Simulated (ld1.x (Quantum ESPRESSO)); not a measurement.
**Transferability test, ultrasoft potential for C (Z = 6)**

| Property | Result |
| --- | --- |
| Element | carbon (C) |
| Generator | ld1.x (Quantum ESPRESSO) 7.5 |
| Type | ultrasoft |
| Functional | LDA (PZ) |
| Relativity | scalar-relativistic |
| Frozen core | [He] |
| Valence charge | 4 |
| Reference configuration | 2s2 2p2 |
| Partial waves | 2s (bound): rcut 0.85, rcutus 1.10 bohr; 2s channel at 0.1 Ry: rcut 0.85, rcutus 1.10 bohr; 2p (bound): rcut 1.55, rcutus 2.05 bohr; 2p channel at -0.05 Ry: rcut 1.55, rcutus 2.05 bohr; 3d channel at -0.1 Ry: rcut 2.15, rcutus 2.30 bohr; 3d channel at 1.6 Ry: rcut 2.15, rcutus 2.30 bohr |
| Local potential | all-electron potential smoothed inside 1.35 bohr (lloc = -1) |
| Core correction | none |
| Augmentation charge | PSQ, inside the norm-conserving radii |

Energies are relative to the spin-unpolarised reference configuration 2s2 2p2; without spin polarisation the order of configurations can differ from experiment. Spin-polarised rows fill each open shell by Hund’s rule, majority spin first. The frozen-core shift is the all-electron ΔE with the core orbitals held at their reference shape minus the fully relaxed ΔE.

```
   valence configuration  charge  ΔE all-electron (eV)  error AE − PS (meV)  frozen-core shift (meV)
                 2s2 2p1      +1                10.988                  +13                     +0.3
                 2s2 2p0      +2                35.247                 +118                     +4.0
                 2s1 2p2      +1                19.482                 +8.6                     +1.0
                 2s0 2p4       0                16.517                  +42                     +1.9
               2s2 2p1.5    +0.5                 4.029                 +1.9                      0.0
                 2s1 2p3       0                 8.242                  +10                     +0.5
2s2 2p2 (spin-polarised)       0                -1.128                 +117                     +1.6
2s2 2p1 (spin-polarised)      +1                10.591                  +67                     +1.0
```

Q: What are ΔE and the potential's error for 2s1 2p0?

A: ΔE = 83.217 eV all-electron; the error (AE − PS) is +338 meV.

Levels in the configuration 2s1 2p3:

```tsv
level	all-electron (eV)	pseudo (eV)
2s	-14.084	-14.069
2p	-5.825	-5.831
```
